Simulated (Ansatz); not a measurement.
Cost and result for the atomization energy of CH4ClFN2Si, SMILES `N=C(F)[SiH](N)Cl` (10 atoms, 9 bonds).

```xyz
10

N     1.2447    1.3286   -0.4090
C     0.1360    1.1963    0.1468
F    -0.5164    2.2346    0.7214
Si   -0.7350   -0.4800    0.2885
N     0.1267   -1.4854   -0.7548
Cl   -0.6819   -0.9695    2.2905
H     1.5965    2.2868   -0.3748
H    -2.1684   -0.3996   -0.0529
H    -0.0896   -2.4567   -0.8979
H     1.0873   -1.2550   -0.9578
```

The species carries charge 0 and has multiplicity 1. All single points use the PBE0-D4/def2-TZVP geometry. It is one conformer, not always the lowest. Program: Ansatz. All runs use 4 threads of an Intel Xeon 6975P-C on a shared host. Times are those of one run each, without the atoms' runs, and a repeat can differ threefold. Electronic energies, without spin–orbit coupling; frozen cores. CCSD(T)/CBS adds CCSD(T) − MP2 in def2-TZVPP to the MP2 limit, and its time is that of the two runs behind it. T1 = 0.012.

CCSD(T)/CBS is a level of theory with its own doubt, some kJ/mol a heavy atom from the limit and from the frozen cores, so smaller differences don't rank the functionals.

```json
{"level": "revPBE-D4/def2-TZVPP", "functions": "264", "wall time": "1.2 s"}
{"level": "BLYP-D4/def2-TZVPP", "functions": "264", "wall time": "1.2 s"}
{"level": "PBE-D4/def2-TZVPP (with forces)", "functions": "264", "wall time": "1.6 s"}
{"level": "PBE0-D4/def2-TZVPP", "functions": "264", "wall time": "1.9 s"}
{"level": "BHLYP-D4/def2-TZVPP", "functions": "264", "wall time": "2.1 s"}
{"level": "r2SCANh-D4/def2-TZVPP", "functions": "264", "wall time": "2.8 s"}
{"level": "PBE-QIDH/def2-TZVPP", "functions": "264", "wall time": "3.5 s"}
{"level": "CCSD(T)/def2-SVP", "functions": "112", "wall time": "3.5 s"}
{"level": "B2PLYP/def2-TZVPP", "functions": "264", "wall time": "3.7 s"}
{"level": "ωB97M-V/def2-TZVPP (with forces)", "functions": "264", "wall time": "6 s"}
{"level": "MP2/def2-QZVPP", "functions": "488", "wall time": "14 s"}
{"level": "CCSD(T)/def2-TZVPP", "functions": "264", "wall time": "52 s"}
{"level": "CCSD(T)/CBS(def2)", "functions": "–", "wall time": "66 s"}
```

What atomization energy does each give, and how far from CCSD(T)/CBS? (Estimate.)

The calculation gave: 
| level | atomization (kcal/mol) | difference from CCSD(T)/CBS | per bond |
| --- | --- | --- | --- |
| revPBE-D4/def2-TZVPP | 886.0 | 3.0 | 0.3 |
| BLYP-D4/def2-TZVPP | 892.2 | 9.2 | 1.0 |
| PBE-D4/def2-TZVPP (with forces) | 913.3 | 30.3 | 3.4 |
| PBE0-D4/def2-TZVPP | 885.5 | 2.5 | 0.3 |
| BHLYP-D4/def2-TZVPP | 847.0 | -36.0 | -4.0 |
| r2SCANh-D4/def2-TZVPP | 874.7 | -8.3 | -0.9 |
| PBE-QIDH/def2-TZVPP | 872.6 | -10.4 | -1.2 |
| CCSD(T)/def2-SVP | 811.3 | -71.7 | -8.0 |
| B2PLYP/def2-TZVPP | 873.4 | -9.6 | -1.1 |
| ωB97M-V/def2-TZVPP (with forces) | 890.4 | 7.4 | 0.8 |
| MP2/def2-QZVPP | 894.4 | 11.4 | 1.3 |
| CCSD(T)/def2-TZVPP | 851.3 | -31.7 | -3.5 |
| CCSD(T)/CBS(def2) | 883.0 | 0.0 | 0.0 |

Leaving LDA and LC-ωPBE aside and taking each functional with its dispersion term where it has one, the values spread over 66.3 kcal/mol, from BHLYP-D4 to PBE-D4. LDA lies +127.4 kcal/mol from PBE without D4, its usual overbinding. From r2SCAN to r2SCAN0 (25 % exact exchange), in def2-TZVPP and without D4, the atomization energy moves by −22.8 kcal/mol: exact exchange takes away binding that semilocal exchange gives to molecules. At CCSD(T), def2-SVP lies −71.7 kcal/mol from the extrapolated value and def2-TZVPP −31.7 kcal/mol: correlation converges slowly with the basis, and small sets miss more of it in the bonded molecule than in its fragments.
